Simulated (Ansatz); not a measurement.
Basis-set extrapolation for `F[SiH2]OBS` (PBE0-D4/def2-TZVP geometry, frozen core, Ansatz). Multiplicity 1, RHF reference.

```
                      def2-TZVPP   def2-QZVPP
                 HF  -888.090040  -888.120738
    MP2 correlation    -0.875538    -0.950895
CCSD(T) correlation    -0.948670      not run
```

Energies in hartree. Use E(X) = E(∞) + A·exp(−7.88·√X) for Hartree–Fock and E(X) = E(∞) + B·X^(−2.97) for correlation, with X = 3 and 4, and add CCSD(T) minus MP2 of the smaller set to the MP2 limit.

Task: What is the CCSD(T) energy at the basis-set limit?

Result: HF limit: -888.120738 + (-0.030698) × 0.13774 = -888.12497. MP2 limit: -0.950895 + (-0.075357) × 0.74074 = -1.00671. Higher-order term: -0.948670 − (-0.875538) = -0.07313. Total: -889.20481 hartree, 4.52 eV below CCSD(T)/def2-TZVPP.
